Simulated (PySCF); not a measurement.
## Ionisation energy along the 25-electron series

Calculated with PySCF 2.14 and a two-component X2C-1e Hamiltonian (Gaussian nucleus, no Breit or QED terms), each ion in its own even-tempered basis scaled to its charge; GMP2 freezes [Ne] and drops the highest virtual spinors. Values in eV. NIST values: (m) measured, (s) semi-empirical, (t) theoretical.

| ion | configuration | GHF (screened spin-orbit) | NIST |
| --- | --- | --- | --- |
| Zn⁵⁺ | [Ar] 3d7 | 107.32 | 108 ± 1 (s) |
| Ge⁷⁺ | [Ar] 3d7 | 180.95 | 176.4 ± 1.7 (t) |

(1) Fill in the row of Ga⁶⁺.

## Answers

(1) configuration: [Ar] 3d7; GHF (screened spin-orbit): 139.52; NIST: 140.8 ± 1.4 (t).
